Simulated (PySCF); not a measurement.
Predicted microwave data (PBE0/pcSseg-1 in PySCF (dipole) on a GFN2-xTB geometry, gas phase) for one isomer of C4H7N3O2Si:

```
Rotational constants : A = 3855, B = 562.3, C = 495.1 MHz
Dipole components    : |μa| = 3.13 D, |μb| = 1.66 D, |μc| = 0.00 D
Inertial defect      : -9.19 u·Å²
κ                    : -0.96
```

Question: Which structure is it? (One computed conformer of each.)
A. `[CH3:1][O:2][c:3]1[n:4][cH:5][n:6][n:7][c:8]1[O:9][SiH3:10]` with C1–O2–C3–N4 0°, N7–C8–O9–Si10 0°
B. `[CH3:1][O:2][C:3](=[O:4])[c:5]1[n:6][cH:7][n:8]([SiH3:9])[n:10]1` with C1–O2–C3–O4 0°, O2–C3–C5–N6 0°
C. `[CH3:1][c:2]1[n:3][cH:4][n:5][n:6][c:7]1[O:8][SiH2:9][OH:10]` with N6–C7–O8–Si9 3°, C7–O8–Si9–O10 24°, O8–Si9–O10–H -31°

Answer: B. It is COC(=O)c1ncn([SiH3])n1, a near-prolate asymmetric top, point group Cs. The candidates at the same level (rigid rotor, commonest isotopes):

```csv
SMILES,A (MHz),B (MHz),C (MHz),μa (D),μb (D),μc (D),Δ (u·Å²),point group,rotor
COC(=O)c1ncn([SiH3])n1,3855,562.3,495.1,3.13,1.66,0.00,-9.19,Cs,near-prolate asymmetric top
COc1ncnnc1O[SiH3],1832,905.4,612.6,1.52,2.33,0.00,-9.05,Cs,asymmetric top
Cc1ncnnc1O[SiH2]O,2166,868.6,634.8,0.65,2.46,0.33,-19.11,C1,asymmetric top
```

`Cc1ncnnc1O[SiH2]O` has B 54 % too high; `COc1ncnnc1O[SiH3]` has B 61 % too high. In the right answer the mirror of this Cs structure is the ab plane, so μc vanishes by symmetry. No structure here is proved a minimum.
